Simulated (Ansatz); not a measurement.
Consider the redistribution: `COB(Br)OC` + `[F][Al]([F])[O][SiH3]` → `COB(F)Br` + `C[O][Al]([F])[O][SiH3]`.

Program: Ansatz. Geometries: PBE0-D4/def2-TZVP. ΔE: electronic, gas phase. CBS: MP2 limit from def2 TZ/QZ plus the TZ coupled-cluster correction, frozen cores. DFT in def2-TZVPP. B3LYP here is the variant with VWN-RPA as its local correlation; programs differ in this. For Br outer-core shells are correlated without core-valence functions, which leaves a few kJ/mol of doubt a bond. Scalar relativity is left out up to krypton. Each species was taken in one conformer, which may not be the lowest.

`COB(Br)OC`:

Cartesian coordinates in Å:
```
C 0.898 -1.637 1.103
O -0.075 -1.659 0.071
B -0.497 -0.510 -0.482
Br -1.830 -0.654 -1.884
O -0.015 0.681 -0.077
C -0.411 1.929 -0.613
H 1.087 -2.670 1.390
H 1.827 -1.179 0.754
H 0.536 -1.078 1.969
H 0.146 2.699 -0.081
H -1.482 2.092 -0.472
H -0.184 1.986 -1.679
```

`[F][Al]([F])[O][SiH3]`:

Cartesian coordinates in Å:
```
F -0.802 1.564 -2.461
Al 0.220 0.514 -1.739
F 1.465 -0.070 -2.622
O 0.001 0.057 -0.162
Si -0.179 -0.409 1.390
H -0.736 0.713 2.187
H 1.138 -0.802 1.953
H -1.106 -1.567 1.454
```

`COB(F)Br`:

Z-matrix (Å, degrees):
```
C
O 1 1.414
H 1 1.091 2 111.6
H 1 1.090 2 108.1 3 120.8
H 1 1.091 2 108.6 3 -120.9
B 2 1.330 1 126.9 3 7.7
Br 6 1.931 2 124.2 1 -0.4
F 6 1.318 2 118.6 1 179.7
```

`C[O][Al]([F])[O][SiH3]`:

```xyz
12

C     0.945   -1.353   -1.837
O    -0.019   -1.775   -0.913
Al   -0.792   -1.062    0.382
F    -1.887   -1.956    1.209
O    -0.483    0.511    0.847
Si   -0.378    1.996    1.501
H     0.546   -1.432   -2.852
H     1.830   -1.994   -1.770
H     1.261   -0.317   -1.672
H     0.302    1.925    2.820
H     0.408    2.881    0.601
H    -1.734    2.577    1.684
```

```csv
level,ΔE (eV)
PBE-D4,0.39
B3LYP-D4,0.40
ωB97X-V,0.42
PBE,0.38
B3LYP,0.38
HF/def2-TZVPP,0.39
CCSD(T)/def2-TZVPP,0.45
HF/CBS(def2),0.40
```

Problem. What does CCSD(T)/CBS give? (Best estimate.)

Solution. The calculation gave: +0.48 eV. The listed levels differ from it by -0.09, -0.08, -0.06, -0.10, -0.10, -0.09, -0.03, -0.08 eV.

Largest T1 diagnostic among the species: 0.012.

In def2-TZVPP, CCSD(T) changes the Hartree–Fock value by +0.07 eV (the triples alone add +0.01 eV) and MP2 by +0.09 eV.
